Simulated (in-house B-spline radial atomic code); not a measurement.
Checks on a self-consistent run for Tl⁶⁺, [Xe] 4f14 (5d3/2)3 (5d5/2)4. Level of theory: Dirac-Hartree-Fock, average of the jj configuration, Fermi nucleus of rms radius 5.4759 fm; calculated with an all-electron radial atomic-structure program (B-spline basis).

```tsv
orbital	q	ε (Eh)	<1/r>	<r²>	small-component weight
1s1/2	2	-3167.30326	99.3522	0.000368939	0.095158
2s1/2	2	-571.96811	24.5329	0.00554464	0.021925
2p1/2	2	-548.07689	24.4439	0.00392179	0.02197
2p3/2	4	-472.04263	19.6776	0.0051017	0.019406
3s1/2	2	-141.47067	9.01312	0.0358652	0.007378
3p1/2	2	-130.76296	8.91112	0.032718	0.007308
3p3/2	4	-113.63695	7.67201	0.0390258	0.0065753
3d3/2	4	-96.19530	7.55145	0.0299228	0.0064307
3d5/2	6	-92.56962	7.27267	0.0316394	0.0062315
4s1/2	2	-35.38285	3.80367	0.17292	0.0024983
4p1/2	2	-30.73729	3.69246	0.176095	0.0024034
4p3/2	4	-26.51837	3.28301	0.206164	0.0021454
4d3/2	4	-18.93208	3.07828	0.216098	0.0019369
4d5/2	6	-18.13164	2.98116	0.226837	0.0018639
4f5/2	6	-8.27804	2.63298	0.25401	0.0014992
4f7/2	8	-8.10052	2.59629	0.260582	0.0014697
5s1/2	2	-8.60715	1.55356	0.864035	0.00063884
5p1/2	2	-6.94382	1.44413	0.981112	0.00056736
5p3/2	4	-6.12438	1.30528	1.14898	0.00049383
5d3/2	3	-3.76017	1.07693	1.64942	0.00035184
5d5/2	4	-3.65289	1.04334	1.73916	0.0003335
```

Electron-electron repulsion V_ee = 7244.7934 hartree.

Q: What total energy follows from the eigenvalues?

A: The eigenvalues count the repulsion twice, so E = Σqε - V_ee = -13020.877 - 7244.793 = -20265.670 hartree; the run printed -20265.670.

Q: Does the Dirac virial theorem hold?

A: For a point nucleus E = -2c²Σq·w, with w the small-component weight. Here Σq·w = 0.53936 and c = 137.0360, so the ratio E/(-2c²Σq·w) is 1.000417; the finite nucleus accounts for the departure from 1.

Q: What diamagnetic shielding (Lamb formula) and susceptibility (Langevin formula) do the radii give?

A: σ = (α²/3)Σq<1/r> = 629.26/(3·137.036²) = 11170 ppm, and χ = -0.79199×10⁻⁶·Σq<r²> = -22.33×10⁻⁶ cm³/mol with Σq<r²> = 28.191 bohr². Both are non-relativistic formulas without the paramagnetism of open shells; for so heavy an element the full relativistic shielding is larger by tens of per cent.
